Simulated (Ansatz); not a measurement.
Program: Ansatz. Geometries: PBE0-D4/def2-TZVP. ΔE: electronic, gas phase. CCSD(T)/CBS adds triple-zeta CCSD(T) − MP2 to the extrapolated MP2 energy (def2 sets, frozen cores). This one scheme is used for every species, atoms too. DFT in def2-TZVPP. B3LYP here is the variant with VWN-RPA as its local correlation; programs differ in this. No spin–orbit coupling; open shells (•) take unrestricted orbitals. Spin–orbit coupling would lower the free atoms: a little for C, O; clearly for Ge. Bonds to Ge are less sure, by a few kJ/mol each and by 10 to 20 or more in all where they break to atoms, as the def2 sets lack core-valence functions. Scalar relativity is left out up to krypton. One conformer a species, not always the lowest.

`N[C](=O)[GeH2][OH]` → C• + Ge• + 5 H• + N• + 2 O•  (atomization)

`N[C](=O)[GeH2][OH]`:

Cartesian coordinates in Å:
```
N 0.718 -1.335 -1.036
C 0.206 -0.124 -0.743
O 0.059 0.753 -1.574
Ge -0.368 0.338 1.123
O -0.924 1.997 0.870
H 0.831 -2.045 -0.335
H 0.996 -1.536 -1.984
H -1.524 -0.546 1.624
H 0.800 0.312 2.126
H -0.793 2.187 -0.070
```

```
   level  ΔE (eV)
B3LYP-D4    37.70
   BHLYP    35.68
```

Q: What does CCSD(T)/CBS give? (Estimate.)

A: Computed: +37.81 eV. The listed levels differ from it by -0.11, -2.13 eV.

Largest T1 diagnostic among the species: 0.015.

In def2-TZVPP, CCSD(T) changes the Hartree–Fock value by +11.89 eV (the triples alone add +0.80 eV) and MP2 by +12.80 eV; breaking electron pairs costs correlation energy, which Hartree–Fock lacks. From BLYP to BHLYP (50 % exact exchange), in def2-TZVPP and without D4, ΔE moves by −1.95 eV: exact exchange takes away binding that semilocal exchange gives to molecules. Leaving LDA and LC-ωPBE aside and taking each functional with its dispersion term where it has one, the values, not all of them listed here, spread over 3.03 eV, from BHLYP-D4 to PBE-D4. LDA lies +5.82 eV from PBE without D4, its usual overbinding.

For atomizations the MP2-based limit and the directly extrapolated one differ by several kJ/mol either way, and by 10 to 25 for some Ge, Se and Sn compounds, so smaller differences from it don't rank the levels.
